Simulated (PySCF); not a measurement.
**How methods differ on the ionisation energy of Te⁺**

Te⁺ [Kr] 4d10 5s2 5p3 (4S) → Te²⁺ [Kr] 4d10 5s2 5p2 (3P), as a difference of total energies. All numbers are calculated (PySCF 2.14, the spin-free X2C one-electron Hamiltonian (Gaussian nucleus), in aug-cc-pVTZ-DK3 (8s7p5d2f, 68 functions)). Correlated levels: valence: [Kr] 4d10 frozen. The calculations carry no spin-orbit coupling.

```
           method  ionisation energy (eV)
              UHF                  18.351
              LDA                  18.938
              PBE                  18.752
             PBE0                  18.856
           r2SCAN                  18.992
             PW91                  18.821
             BP86                  18.854
            M06-L                  18.429
    MP2 (valence)                  18.777
SCS-MP2 (valence)                  18.652
```

Task: How much does correlation contribute at MP2 (valence)?

Result: 18.777 − (18.351) = 0.426 eV, measured against UHF.

A first-order spin-orbit estimate (lowest level to lowest level, LS coupling) adds -0.615 eV.

Errors of the correlated levels include the incompleteness of this basis and the frozen core.

For comparison: 18.6 ± 0.4 eV (measured; NIST Atomic Spectra Database, ionization energies).
